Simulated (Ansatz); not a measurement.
A nudged elastic band was laid between two geometries of AlClH₇NSSi₂ (13 atoms, charge 0, multiplicity 1).

Method: Ansatz 0.2.0, RKS B3LYP/STO-3G.

```json
{
  "movable images": "5",
  "climbing image": "yes",
  "spring": "5.0 eV/Å²",
  "optimiser": "quadratic models (default)",
  "start path": "through a guess of the saddle point",
  "force threshold": "0.05 eV/Å",
  "iteration limit": "60",
  "end points": "relaxed"
}
```

Image 0:

```xyz
13
Properties=species:S:1:pos:R:3
N -1.141 -0.201 0.399
Si 0.275 0.213 -0.742
Si 2.028 -1.233 -0.522
Cl -0.646 -0.262 -2.634
S 0.353 2.209 -0.215
Al -1.387 1.648 1.054
H -0.921 -0.925 1.128
H -1.960 -0.594 -0.131
H 2.461 -1.244 0.857
H 3.124 -0.807 -1.360
H 1.625 -2.570 -0.892
H -2.723 2.109 0.551
H -1.069 1.622 2.521
```

Image 6:

```xyz
13
Properties=species:S:1:pos:R:3
N -1.073 -0.161 0.568
Si 0.175 0.095 -0.794
Si 2.003 -1.253 -0.570
Cl -0.947 -0.702 -2.454
S 0.231 2.152 -0.602
Al -1.326 1.764 0.940
H -0.729 -0.743 1.373
H -1.928 -0.663 0.219
H 1.612 -2.642 -0.650
H 2.613 -1.017 0.719
H 2.962 -0.959 -1.609
H -2.729 2.102 0.532
H -0.842 1.991 2.343
```

What changes between the two ends?

No bond is made or broken. The dihedral Cl4–Si2–Si3–H11 goes from -45 to 76°. The two ends are copies of one structure, up to a mirror image or an exchange of like atoms.

What energy profile does the band end with?

It converged. The highest image is number 2 of 0 to 6, 0.011 eV above the ends, which have the same energy within 2 meV. A vibrational analysis at the climbing image gives one clearly imaginary mode, 43i cm⁻¹: a first-order saddle point. Limits of this set-up: minimal basis.

```csv
image,path coordinate (Å),energy (eV),dihedral Cl4–Si2–Si3–H11 (°)
0,0.00,0.000,-45
1,0.87,0.005,-21
2,1.74,0.011,2
3,2.42,0.011,21
4,3.10,0.006,39
5,3.78,0.001,57
6,4.46,0.000,76
```

What is the geometry of the highest image?


```xyz
13
Properties=species:S:1:pos:R:3:forces:R:3
N -1.096 -0.198 0.494 0.00 -0.02 0.01
Si 0.215 0.147 -0.787 0.01 -0.02 0.00
Si 2.040 -1.208 -0.533 0.01 0.01 0.01
Cl -0.823 -0.553 -2.542 -0.01 0.01 -0.01
S 0.247 2.187 -0.465 0.00 0.00 0.00
Al -1.387 1.699 0.965 -0.01 0.01 0.01
H -0.782 -0.823 1.279 0.00 0.01 -0.01
H -1.928 -0.687 0.076 0.00 0.01 0.00
H 1.916 -1.906 0.727 0.00 0.00 0.00
H 3.241 -0.407 -0.503 0.00 -0.01 0.00
H 2.130 -2.178 -1.599 -0.01 0.01 0.00
H -2.770 2.048 0.501 0.00 0.00 0.00
H -0.982 1.845 2.402 0.00 0.00 0.00
```

Time of the run: 5.6 min on 1 thread of Intel(R) Xeon(R) 6975P-C (Granite Rapids), on a shared host, peak memory 0.17 GiB.
